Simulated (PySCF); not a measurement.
AlH3. Atoms are numbered in the order given.

```xyz
4

Al     0.0000     0.0000     0.0000
H      1.5803     0.0000     0.0000
H     -0.7901     1.3685     0.0000
H     -0.7901    -1.3685     0.0000
```

Coordinates come from a B3LYP-D3(BJ)/def2-TZVPD optimisation. The isomer is the one that the SMILES or the coordinates give; other isomers of the formula were not compared.

Calculation: PySCF with KT2/pcSseg-2.

GIAO shieldings, no solvent; atoms alike by connectivity are averaged. δ = σ(ref) − σ: ¹H against TMS (σ = 31.47 ppm), references at their B3LYP-D3(BJ)/def2-TZVP geometries, non-relativistic.

Question: Estimate the chemical shifts. (The exact figures need the calculation; the answer reports its results.)

Answer: 
| nucleus | atoms | count | δ (ppm) |
|---|---|---|---|
| ¹H | H2, H3, H4 | 3 | 5.76 |
